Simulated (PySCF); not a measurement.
HSi, SMILES [SiH] (connectivity only; charge and spin as stated), neutral, multiplicity 2. Geometry optimised at PBE-D3(BJ)/def2-TZVPD.

Computed with PBE-D3(BJ)/def2-TZVPD run with PySCF 2.14.0.

Harmonic wavenumbers (cm⁻¹): 1950. Rotational constants (GHz): 217.6 (linear); symmetry number 1.

Task: Work out the zero-point energy and the ideal-gas rigid-rotor harmonic-oscillator thermochemistry at 298.15 K and 1 atm.

Result: ZPE = ½ Σ hcν = ½ × 1950 cm⁻¹ = 2.79 kcal/mol. H − E(el) = 4.86 kcal/mol. Entropy in cal/(mol K): translation 36.04, rotation 8.65, vibration 0.00, spin 1.38, total 46.06. G − E(el) = -8.87 kcal/mol. Cp = 6.97 cal/(mol K).
